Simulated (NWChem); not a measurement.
System: Si$_{2}$HCl$_{4}$, doublet; SMILES Cl[Si](Cl)[SiH](Cl)Cl

The following NWChem deck was run.

```
start job
memory heap 200 mb stack 900 mb global 1100 mb
geometry units angstroms
  Cl     1.915324    -1.704091    -0.707117
  Si     1.063652    -0.106836     0.213562
  Cl     2.149938     1.519995    -0.373885
  Si    -1.183772     0.108320    -0.290525
  Cl    -2.079422    -1.551064     0.424844
  Cl    -1.841847     1.713713     0.762281
  H     -1.749670     0.274459    -1.633531
end
basis spherical
  * library def2-svp
end
dft
  odft
  mult 2
  xc pbe0
  iterations 150
end
driver
  maxiter 120
end
task dft optimize
task dft freq
```

Parts of the log:

```
             Northwest Computational Chemistry Package (NWChem) 7.3.0
             --------------------------------------------------------

 C1  symmetry detected

                             Geometry "geometry" -> ""
                             -------------------------

 Output coordinates in angstroms (scale by  1.889725989 to convert to a.u.)

  No.       Tag          Charge          X              Y              Z
 ---- ---------------- ---------- -------------- -------------- --------------
    1 Cl                  17.0000    -1.62295234    -2.11129471    -0.06508642
    2 Si                  14.0000    -0.00503387    -1.00151336     0.45926434
    3 Cl                  17.0000     1.62678871    -2.11201660    -0.06573849
    4 Si                  14.0000    -0.00525439     1.08598546    -0.53756016
    5 Cl                  17.0000    -1.64249424     2.03760645     0.15624108
    6 Cl                  17.0000     1.64826152     2.03687534     0.15558009
    7 H                    1.0000    -0.01922660     1.34749244    -1.98079497

 Effective nuclear repulsion energy (a.u.)     678.1665278976

                                Z-matrix (autoz)
                                --------

 Units are Angstrom for bonds and degrees for angles

      Type          Name      I     J     K     L     M      Value
      ----------- --------  ----- ----- ----- ----- ----- ----------
    1 Stretch                  1     2                       2.03082
    2 Stretch                  2     3                       2.04247
    3 Stretch                  2     4                       2.31329
    4 Stretch                  4     5                       2.01680
    5 Stretch                  4     6                       2.02947
    6 Stretch                  4     7                       1.46680
    7 Bend                     1     2     3               105.84403
    8 Bend                     1     2     4               112.44494
    9 Bend                     2     4     5               106.11882
   10 Bend                     2     4     6               105.99528
   11 Bend                     2     4     7               125.79393
   12 Bend                     3     2     4               112.33058
   13 Bend                     5     4     6               108.83500
   14 Bend                     5     4     7               104.27805
   15 Bend                     6     4     7               105.08655
   16 Torsion                  1     2     4     5          62.78479
   17 Torsion                  1     2     4     6         178.40670
   18 Torsion                  1     2     4     7         -58.87528
   19 Torsion                  3     2     4     5        -177.93883
   20 Torsion                  3     2     4     6         -62.31692
   21 Torsion                  3     2     4     7          60.40110

                           NWChem Geometry Optimization
                           ----------------------------

 maximum gradient threshold         (gmax) =   0.000450
 rms gradient threshold             (grms) =   0.000300
 maximum cartesian step threshold   (xmax) =   0.001800
 rms cartesian step threshold       (xrms) =   0.001200
 fixed trust radius                (trust) =   0.300000
 source of zmatrix                         =   autoz

          -------------------
          Energy Minimization
          -------------------

 Using diagonal initial Hessian
 Scaling for Hessian diagonals: bonds = 1.00  angles = 0.25  torsions = 0.10

          --------
          Step   0

                                 NWChem DFT Module
                                 -----------------

 Summary of "ao basis" -> "ao basis" (spherical)
 ------------------------------------------------------------------------------
       Tag                 Description            Shells   Functions and Types
 ---------------- ------------------------------  ------  ---------------------
 Cl                         def2-svp                 8       18   4s3p1d
 Si                         def2-svp                 8       18   4s3p1d
 H                          def2-svp                 3        5   2s1p

            General Information
            -------------------
          SCF calculation type: DFT
          Wavefunction type:  spin polarized.
          No. of atoms     :     7
          No. of electrons :    97
           Alpha electrons :    49
            Beta electrons :    48
          Charge           :     0
          Spin multiplicity:     2
          Use of symmetry is: off; symmetry adaption is: off
          Maximum number of iterations: 150
          AO basis - number of functions:   113
                     number of shells:    51
          Convergence on energy requested:  1.00D-06
          Convergence on density requested:  1.00D-05
          Convergence on gradient requested:  5.00D-04

              XC Information
              --------------
                         PBE0 Method XC Functional
                     Hartree-Fock (Exact) Exchange  0.250
          PerdewBurkeErnzerhof Exchange Functional  0.750
            Perdew 1991 LDA Correlation Functional  1.000 local
           PerdewBurkeErnz. Correlation Functional  1.000 non-local

             Grid Information
             ----------------
          Grid used for XC integration:  medium
          Radial quadrature: Mura-Knowles
          Angular quadrature: Lebedev.
          Tag              B.-S. Rad. Rad. Pts. Rad. Cut. Ang. Pts.
          ---              ---------- --------- --------- ---------
          Cl                  1.00       88          12.0       590
          Si                  1.10       88          10.0       590
          H                   0.35       45          11.0       434
          Grid pruning is: on
          Number of quadrature shells:   573
          Spatial weights used:  Erf1

      Superposition of Atomic Density Guess
      -------------------------------------

 Sum of atomic energies:       -2415.27044448

      Non-variational initial energy
      ------------------------------

 Total energy =   -2416.800952
 1-e energy   =   -4695.551253
 2-e energy   =    1600.583772
 HOMO         =      -0.125633
 LUMO         =       0.051792

   convergence    iter        energy       DeltaE   RMS-Dens  Diis-err
 ---------------- ----- ----------------- --------- --------- ---------
 d= 0,ls=0.0,diis     1  -2418.8349618454 -3.10D+03  7.88D-03  1.97D-01
                                                     7.10D-03  1.91D-01
 d= 0,ls=0.0,diis     2  -2418.7793490019  5.56D-02  4.72D-03  2.56D-01
                                                     4.59D-03  2.52D-01
 d= 0,ls=0.0,diis     3  -2418.9342680777 -1.55D-01  7.63D-04  7.02D-03
                                                     7.10D-04  6.83D-03
 d= 0,ls=0.0,diis     4  -2418.9384113287 -4.14D-03  1.69D-04  1.98D-04
                                                     1.51D-04  2.09D-04
 d= 0,ls=0.0,diis     5  -2418.9385373371 -1.26D-04  7.72D-05  1.62D-05
                                                     6.41D-05  1.14D-05
  Resetting Diis
 d= 0,ls=0.0,diis     6  -2418.9385532993 -1.60D-05  2.05D-05  2.60D-06
                                                     3.35D-05  3.81D-06
 d= 0,ls=0.0,diis     7  -2418.9385566310 -3.33D-06  1.56D-05  5.00D-07
                                                     1.08D-05  3.03D-07
 d= 0,ls=0.0,diis     8  -2418.9385569237 -2.93D-07  5.07D-06  3.24D-07
                                                     6.69D-06  4.05D-07

         Total DFT energy =    -2418.938556923743
      One electron energy =    -4696.341258958005
           Coulomb energy =     1753.774300243498
    Exchange-Corr. energy =     -154.538126106857
 Nuclear repulsion energy =      678.166527897621

 Numeric. integr. density =       96.999996441998

                    DFT Final Alpha Molecular Orbital Analysis
                    ------------------------------------------

 Vector   47  Occ=1.000000D+00  E=-3.438901D-01
              MO Center=  8.8D-02,  2.5D-01,  5.2D-02, r^2= 7.9D+00
   Bfn.  Coefficient  Atom+Function         Bfn.  Coefficient  Atom+Function
  ----- ------------  ---------------      ----- ------------  ---------------
   101      0.259883  6 Cl px                83      0.251628  5 Cl px
   102     -0.233479  6 Cl py                47     -0.229005  3 Cl px
    11     -0.220115  1 Cl px                84      0.216336  5 Cl py
    48     -0.210758  3 Cl py                12      0.198036  1 Cl py
    98      0.196014  6 Cl px                80      0.189867  5 Cl px

 Vector   48  Occ=1.000000D+00  E=-3.265619D-01
              MO Center=  2.1D-02,  5.2D-01, -2.6D-02, r^2= 6.3D+00
   Bfn.  Coefficient  Atom+Function         Bfn.  Coefficient  Atom+Function
  ----- ------------  ---------------      ----- ------------  ---------------
    21      0.263673  2 Si s                103     -0.245742  6 Cl pz
    85     -0.242153  5 Cl pz                48     -0.240366  3 Cl py
    12     -0.236636  1 Cl py               102      0.233387  6 Cl py
    84      0.228570  5 Cl py                22      0.178045  2 Si s
    27      0.178115  2 Si py               100     -0.176979  6 Cl pz

[...]

      ----------------------
      Optimization converged
      ----------------------

  Step       Energy      Delta E   Gmax     Grms     Xrms     Xmax
  ---- ---------------- -------- -------- -------- -------- --------
@    7   -2418.94356034 -1.2D-07  0.00008  0.00003  0.00019  0.00056
                                     ok       ok       ok       ok

                                Z-matrix (autoz)
                                --------

 Units are Angstrom for bonds and degrees for angles

      Type          Name      I     J     K     L     M      Value     Gradient
      ----------- --------  ----- ----- ----- ----- ----- ---------- ----------
    1 Stretch                  1     2                       2.07215   -0.00004
    2 Stretch                  2     3                       2.07216   -0.00003
    3 Stretch                  2     4                       2.35771    0.00008
    4 Stretch                  4     5                       2.05907   -0.00005
    5 Stretch                  4     6                       2.05906   -0.00005
    6 Stretch                  4     7                       1.48709    0.00001
    7 Bend                     1     2     3               109.00161   -0.00001
    8 Bend                     1     2     4               107.74737    0.00000
    9 Bend                     2     4     5               107.24496   -0.00001
   10 Bend                     2     4     6               107.25149   -0.00002
   11 Bend                     2     4     7               114.80433    0.00001
   12 Bend                     3     2     4               107.76145    0.00001
   13 Bend                     5     4     6               110.25940    0.00001
   14 Bend                     5     4     7               108.62079    0.00000
   15 Bend                     6     4     7               108.62421    0.00000
   16 Torsion                  1     2     4     5          62.08563    0.00000
   17 Torsion                  1     2     4     6        -179.48703    0.00000
   18 Torsion                  1     2     4     7         -58.69616    0.00000
   19 Torsion                  3     2     4     5         179.56923   -0.00000
   20 Torsion                  3     2     4     6         -62.00343    0.00000
   21 Torsion                  3     2     4     7          58.78744    0.00000

                         Geometry "geometry" -> "geometry"
                         ---------------------------------

 Output coordinates in angstroms (scale by  1.889725989 to convert to a.u.)

  No.       Tag          Charge          X              Y              Z
 ---- ---------------- ---------- -------------- -------------- --------------
    1 Cl                  17.0000    -1.68879269    -2.03555297    -0.14737915
    2 Si                  14.0000    -0.00086464    -1.03110789     0.51276399
    3 Cl                  17.0000     1.68518277    -2.03459952    -0.15364704
    4 Si                  14.0000    -0.00365314     1.10791721    -0.47887050
    5 Cl                  17.0000    -1.69143731     2.08489322     0.18193452
    6 Cl                  17.0000     1.68726442     2.08542766     0.17305734
    7 H                    1.0000    -0.00761060     1.10615731    -1.96595368

 Effective nuclear repulsion energy (a.u.)     668.7909767965

                Final and change from initial internal coordinates
                --------------------------------------------------

                                Z-matrix (autoz)
                                --------

 Units are Angstrom for bonds and degrees for angles

[...]

 Rotational Constants
 --------------------
 A=   0.040165 cm-1  (  0.057787 K)
 B=   0.024781 cm-1  (  0.035654 K)
 C=   0.015936 cm-1  (  0.022928 K)

 Temperature                      =   298.15K
 frequency scaling parameter      =   1.0000

 Zero-Point correction to Energy  =   10.440 kcal/mol  (  0.016638 au)
 Thermal correction to Energy     =   16.044 kcal/mol  (  0.025567 au)
 Thermal correction to Enthalpy   =   16.636 kcal/mol  (  0.026511 au)

 Total Entropy                    =  100.431 cal/mol-K
   - Translational                =   41.718 cal/mol-K (mol. weight = 196.8371)
   - Rotational                   =   30.984 cal/mol-K (symmetry #  =        1)
   - Vibrational                  =   27.729 cal/mol-K

 Cv (constant volume heat capacity) =   26.680 cal/mol-K
   - Translational                  =    2.979 cal/mol-K
   - Rotational                     =    2.979 cal/mol-K
   - Vibrational                    =   20.721 cal/mol-K

[normal modes left out]

 ----------------------------------------------------------------------------
 Normal Eigenvalue ||           Projected Infra Red Intensities
  Mode   [cm**-1]  || [atomic units] [(debye/angs)**2] [(KM/mol)] [arbitrary]
 ------ ---------- || -------------- ----------------- ---------- -----------
    1       -0.000 ||    0.000000           0.000         0.000       0.000
    2       -0.000 ||    0.000004           0.000         0.004       0.001
    3       -0.000 ||    0.000004           0.000         0.004       0.001
    4       -0.000 ||    0.000000           0.000         0.000       0.000
    5        0.000 ||    0.000000           0.000         0.000       0.000
    6        0.000 ||    0.000000           0.000         0.000       0.000
    7       25.168 ||    0.000135           0.003         0.131       0.035
    8       51.036 ||    0.000731           0.017         0.713       0.192
    9      110.423 ||    0.008165           0.188         7.959       2.143
   10      120.133 ||    0.000228           0.005         0.222       0.060
   11      148.667 ||    0.000015           0.000         0.015       0.004
   12      181.007 ||    0.007904           0.182         7.705       2.074
   13      222.117 ||    0.000286           0.007         0.278       0.075
   14      409.219 ||    0.003131           0.072         3.052       0.822
   15      516.693 ||    0.192669           4.445       187.824      50.562
   16      567.332 ||    0.004048           0.093         3.946       1.062
   17      581.546 ||    0.045451           1.049        44.308      11.928
   18      603.283 ||    0.188663           4.353       183.918      49.511
   19      727.914 ||    0.183731           4.239       179.110      48.217
   20      785.176 ||    0.098299           2.268        95.827      25.797
   21     2256.934 ||    0.066748           1.540        65.069      17.517
 ----------------------------------------------------------------------------
```

Level: PBE0/def2-SVP, spin-unrestricted.
